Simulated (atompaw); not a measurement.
Scattering properties, PAW (atompaw) potential for rhodium (Rh)

* Element: rhodium
* Generator: atompaw 4.2.0.5
* Type: PAW
* Functional: PBE
* Relativity: scalar-relativistic
* Frozen core: [Kr]
* Valence charge: 9
* Reference configuration: 4d8 5s1 5p0
* Partial waves: 5s (bound): rc 2.35 bohr; 5s channel at 0.25 Ry: rc 2.35 bohr; 5p (bound, empty): rc 2.35 bohr; 5p channel at 1.95 Ry: rc 2.35 bohr; 4d (bound): rc 1.25 bohr; 4d channel at 1.6 Ry: rc 2.35 bohr
* Local potential: troulliermartins scheme with l = 3 at 1 Ry, radius 2.20 bohr
* Core correction: smooth core density matched at 1.90 bohr
* Augmentation charge: sinc compensation charge, radius 2.05 bohr; PAW radius 2.35 bohr; waves and projectors: custom polynom2 7 10 vanderbiltortho

The phase is arctan(r·u′/u) with u = r·R(r), unwrapped; energies in Ry, scanned from -2 to 5 Ry. A pole is an energy at which the radial function vanishes at the test radius. The pseudo phase is shifted by a multiple of π to meet the all-electron one at the reference energy, and phase errors are pseudo minus all-electron; the curves can meet again beyond the range given. Levels narrower than the energy grid can be missing from the lists of poles.

Problem. For each channel, where are the poles, and over which energies does the pseudopotential scatter like the atom?

Solution.

| channel | radius (bohr) | reference energy (Ry) | poles, all-electron | poles, pseudo | unbroken range about the reference energy with phases within 0.05 rad | phase error 1 Ry above the reference energy (rad) |
| --- | --- | --- | --- | --- | --- | --- |
| s | 2.36 | -0.32 | 3.25 | 3.21 | the whole range | -0.000 |
| p | 2.36 | -0.06 | 4.71 | 4.71 | the whole range | +0.000 |
| d | 2.36 | -0.44 | 0.05 | 0.04, 3.13 | below 2.2 | -0.007 |

Note: ghost states, extra bound levels that the all-electron valence spectrum of the same l lacks: s at -127.7 eV, p at -47.4 eV. A true bound ghost makes a file unfit for plane-wave use.

Phases in the d channel:

```tsv
E (Ry)	all-electron	pseudo
-2.00	1.245	1.224
-1.76	1.212	1.190
-1.52	1.164	1.141
-1.28	1.087	1.063
-1.04	0.940	0.913
-0.80	0.554	0.523
-0.56	-0.538	-0.545
-0.32	-1.265	-1.267
-0.08	-1.502	-1.507
0.16	-1.613	-1.620
0.40	-1.682	-1.690
0.64	-1.734	-1.741
0.88	-1.780	-1.785
1.12	-1.823	-1.827
1.36	-1.869	-1.870
1.60	-1.921	-1.921
1.84	-1.984	-1.987
2.08	-2.064	-2.087
2.32	-2.175	-2.280
2.56	-2.336	-2.845
2.80	-2.580	-4.101
3.04	-2.941	-4.620
3.28	-3.381	-4.812
3.52	-3.766	-4.924
3.76	-4.031	-5.012
4.00	-4.204	-5.093
4.24	-4.320	-5.177
4.48	-4.402	-5.273
4.72	-4.462	-5.386
4.96	-4.509	-5.526
```
